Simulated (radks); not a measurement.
The numbers below are computed, except where a source is named.
Species: Pt LII. Configuration: [Ar] 3d9. Code: a radial shooting solver on a logarithmic mesh with Libxc functionals. Model: scalar-relativistic Kohn-Sham, BP86, spin-polarised, spherical densities, point nucleus; open shells are filled with parallel spins first (spin-orbit coupling, left out, can overturn this in heavy ions).

Local quantities along the radius. ELF = 1/(1 + alpha^2) is the electron localisation function; alpha = (tau - tau_W)/tau_unif compares the Pauli kinetic energy density with that of the uniform gas (summed over spins); 4 pi r^2 rho is in e/bohr; s = |grad rho|/(2 (3 pi^2)^(1/3) rho^(4/3)) is the reduced gradient; r v_xc is r times the local exchange-correlation potential of spin up (hartree bohr). tau is taken from the large components.

| r (bohr) | ELF | alpha | 4 pi r^2 rho | s | r v_xc |
|---|---|---|---|---|---|
| 0.001475 | 0.999 | 0.02485 | 17.18 | 0.7547 | -0.1698 |
| 0.00186 | 0.999 | 0.02745 | 23.67 | 0.6926 | -0.1928 |
| 0.002365 | 0.999 | 0.03137 | 32.42 | 0.6461 | -0.2214 |
| 0.002982 | 0.999 | 0.03698 | 43.06 | 0.6164 | -0.2539 |
| 0.003791 | 0.998 | 0.04585 | 56.22 | 0.6002 | -0.2922 |
| 0.004781 | 0.996 | 0.05948 | 70.45 | 0.5980 | -0.3330 |
| 0.006078 | 0.993 | 0.08309 | 85.32 | 0.6097 | -0.3777 |
| 0.007726 | 0.984 | 0.1255 | 98.07 | 0.6359 | -0.4223 |
| 0.009744 | 0.960 | 0.2033 | 105.8 | 0.6734 | -0.4621 |
| 0.01239 | 0.883 | 0.3639 | 106.9 | 0.7165 | -0.4963 |
| 0.01562 | 0.693 | 0.6659 | 102.0 | 0.7352 | -0.5206 |
| 0.01986 | 0.434 | 1.143 | 95.41 | 0.6705 | -0.5402 |
| 0.02525 | 0.330 | 1.425 | 95.44 | 0.4872 | -0.5661 |
| 0.03184 | 0.432 | 1.147 | 107.5 | 0.3205 | -0.6396 |
| 0.04047 | 0.647 | 0.7385 | 128.3 | 0.2922 | -0.7653 |
| 0.05104 | 0.753 | 0.5728 | 140.9 | 0.3707 | -0.8608 |
| 0.06489 | 0.681 | 0.6851 | 131.9 | 0.4834 | -0.9004 |
| 0.08249 | 0.422 | 1.170 | 108.9 | 0.5036 | -0.8907 |
| 0.104 | 0.337 | 1.402 | 99.70 | 0.3218 | -0.9201 |
| 0.1322 | 0.574 | 0.8623 | 110.6 | 0.2376 | -1.095 |
| 0.1668 | 0.768 | 0.5501 | 110.1 | 0.3801 | -1.201 |
| 0.212 | 0.784 | 0.5248 | 75.21 | 0.6861 | -1.127 |
| 0.2674 | 0.623 | 0.7772 | 31.72 | 1.275 | -0.8778 |
| 0.3399 | 0.221 | 1.880 | 6.937 | 2.780 | -0.5622 |
| 0.4321 | 0.016 | 7.934 | 0.6957 | 7.543 | -0.3627 |
| 0.5449 | 0.000 | 60.10 | 0.03015 | 26.26 | -0.2404 |
| 0.6927 | 0.000 | 1085 | 0.0003602 | 139.3 | -0.1436 |

On this mesh the ELF has minima near r = 0.025, 0.10 bohr, which separate the shells, and maxima near 0.051 (0.75), 0.19 (0.80).
